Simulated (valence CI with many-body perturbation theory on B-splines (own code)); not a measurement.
# Energy levels of Cd⁴²⁺

Level of theory: configuration interaction combined with many-body perturbation theory (CI+MBPT): four valence electrons over a frozen Dirac-Fock core [He], radial functions for each j: 11 s, 11 p, 9 d, 7 f, 5 g, 2 h, 1 i, with the one-electron correlation potential Σ1, the two-electron term Σ2, the three-electron term Σ3, Breit, model QED; selected CI, second order for the rest (own B-spline code, finite nucleus).

No measured spectrum was set against this ion. As an estimate, large intervals hold to a few tenths of a per cent, small ones and those within an open d or f shell to about a per cent. Among the levels kept, up to 260 cm⁻¹ of a level comes from second order outside the variational space, and about a tenth of that is noise between levels of different J, which matters for small intervals.

Levels 91 to 112 of 112, with energies above the lowest level, (2s^2 2p1/2^2) J=0. "Leading %" is the weight of the configuration and term that name the level; weights of strongly mixed levels are sums over their largest components and can fall short. In the jj column 3d3/2^4 stands for four electrons in 3d with j = 3/2. Lifetimes count E1, E2, E3, M1 and M2 decay at the calculated energies, and are blank where another channel may lead or the interval is too uncertain; long ones can be off by a factor of two.

```tsv
No.	Configuration	Term	J	E (eV)	Leading %	Leading jj	Lifetime	g
91	2s2p²3p	³P°	1	4369.5	37	2s 2p1/2 2p3/2 3p3/2 (92 %)	26.2 fs	1.364
92	2s2p²3p	³P°	0	4370.2	83	2s 2p1/2 2p3/2 3p3/2 (99 %)	533 fs	
93	2s2p²3p	³D°	2	4370.7	37	2s 2p1/2 2p3/2 3p3/2 (95 %)	26.9 fs	1.119
94	2s2p²3d	⁵P	2	4373.0	30	2s 2p1/2 2p3/2 3d3/2 (93 %)	3.13 fs	1.425
95	2s2p²3d	³D	1	4374.1	35	2s 2p1/2 2p3/2 3d5/2 (87 %)	5.41 fs	0.988
96	2s2p²3d	³F	3	4374.8	39	2s 2p1/2 2p3/2 3d3/2 (55 %)	3.09 fs	1.260
97	2s2p²3d	⁵F	5	4374.9	50	2s 2p1/2 2p3/2 3d5/2 (97 %)	109 ps	1.290
98	2s2p²3p	³P°	1	4376.1	55	2s 2p1/2 2p3/2 3p3/2 (95 %)	252 fs	1.225
99	2s2p²3d	⁵P	1	4376.3	47	2s 2p1/2 2p3/2 3d3/2 (87 %)	2.77 fs	1.984
100	2s2p²3d	³F	2	4390.4	37	2s 2p1/2 2p3/2 3d5/2 (72 %)	9.60 fs	1.108
101	2s2p²3d	³D	3	4390.9	53	2s 2p1/2 2p3/2 3d5/2 (79 %)	4.28 fs	1.268
102	2s2p²3d	³F	4	4397.8	53	2s 2p1/2 2p3/2 3d5/2 (81 %)	3.33 fs	1.189
103	2s2p²3d	³D	1	4400.8	57	2s 2p1/2 2p3/2 3d5/2 (88 %)	4.02 fs	0.855
104	2s2p²3s	⁵P	3	4405.3	26	2s 2p3/2^2 3s (50 %)	123 fs	1.216
105	2s2p²3d	³P	0	4405.5	74	2s 2p1/2 2p3/2 3d5/2 (93 %)	3.63 fs	
106	2s2p²3d	³G	3	4408.0	33	2s 2p1/2 2p3/2 3d3/2 (56 %)	53.8 fs	1.131
107	2p³3s	³P°	2	4409.2	39	2p1/2^2 2p3/2 3s (89 %)	52.3 fs	1.538
108	2s2p²3d	³F	2	4412.8	46	2s 2p1/2 2p3/2 3d3/2 (73 %)	6.30 fs	0.898
109	2s2p²3d	³D	1	4414.3	57	2s 2p1/2 2p3/2 3d3/2 (91 %)	14.8 fs	0.686
110	2p³3s	³D°	1	4416.9	26	2p1/2^2 2p3/2 3s (90 %)	25.2 fs	1.213
111	2s2p²3s	³P	2	4419.9	43	2s 2p3/2^2 3s (89 %)	14.4 fs	1.283
112	2s2p²3d	¹D	2	4423.2	29	2s 2p1/2 2p3/2 3d3/2 (83 %)	2.95 fs	1.015
```
